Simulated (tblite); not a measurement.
Species: C4H4F3S (doublet state).
Atom-mapped SMILES: `[CH2:1][S:2]/[CH:3]=[CH:4]/[C:5]([F:6])([F:7])[F:8]` (hydrogens: H9, H10 on C1; H11 on C3; H12 on C4)

A start from a force field or distance geometry was refined with tblite, GFN2-xTB geometry optimisation, gas phase. Values at the start:

```json
{"coordinate": "C1–S2", "start": "1.737 Å"}
{"coordinate": "C1–H9", "start": "1.085 Å"}
{"coordinate": "C1–H10", "start": "1.073 Å"}
{"coordinate": "S2–C3", "start": "1.722 Å"}
{"coordinate": "C3=C4", "start": "1.358 Å"}
{"coordinate": "C3–H11", "start": "1.085 Å"}
{"coordinate": "C4–C5", "start": "1.488 Å"}
{"coordinate": "C4–H12", "start": "1.072 Å"}
{"coordinate": "C5–F6", "start": "1.353 Å"}
{"coordinate": "C1–S2–C3", "start": "98.8°"}
{"coordinate": "S2–C3–C4", "start": "119.9°"}
{"coordinate": "C3–C4–C5", "start": "124.1°"}
{"coordinate": "C4–C5–F6", "start": "113.6°"}
{"coordinate": "C4–C5–F7", "start": "110.3°"}
{"coordinate": "F6–C5–F7", "start": "106.8°"}
{"coordinate": "C1–S2–C3–C4", "start": "-176°"}
{"coordinate": "C3–C4–C5–F6", "start": "-1°"}
```

Question: How do these coordinates change at the GFN2-xTB level?

Answer: 
```csv
coordinate,GFN2-xTB (Å or °),change
C1–S2,1.689,-0.048
C3=C4,1.339,-0.019
C1–H9,1.069,-0.016
C5–F6,1.342,-0.011
S2–C3,1.730,+0.008
C4–H12,1.077,+0.005
C3–H11,1.080,-0.005
C1–H10,1.068,-0.005
C4–C5,1.488,0.000
C1–S2–C3,102.8,+4.0
S2–C3–C4,123.2,+3.3
C3–C4–C5,122.1,-2.0
C4–C5–F7,112.2,+1.9
F6–C5–F7,106.3,-0.5
C4–C5–F6,113.4,-0.2
C1–S2–C3–C4,180,-4
C3–C4–C5–F6,1,+2
```

The energy falls by 10.9 kJ/mol over 39 L-BFGS steps, the largest force on an atom goes from 1.79 to 0.009 eV/Å, and the atoms move by 0.051 Å rms after alignment. The bond that changes most is C1–S2 (ends: carbon bonded to S and 2 H; sulfur bonded to 2 C), which shortens by 0.048 Å. Bonds longer at the end by more than 0.005 Å: 2 of 11; shorter: 6. Rotational constants go from 4268, 720.2, 693.0 to 4450, 717.0, 691.6 MHz.

Time: 0.22 s of wall time. Hardware: an Arm Neoverse V1 with one thread, on a shared host.

Its GFN2-xTB frequencies are all real (lowest 23 cm⁻¹). 2 starts were optimised and ended at 0.00 and 0.07 kcal/mol (GFN2-xTB); the lowest of these is shown.

Conformer computed: `[CH2:1][S:2]/[CH:3]=[CH:4]/[C:5]([F:6])([F:7])[F:8]`: C1–S2–C3–C4 180°, C3–C4–C5–F6 1°.

One conformer stands for the species.
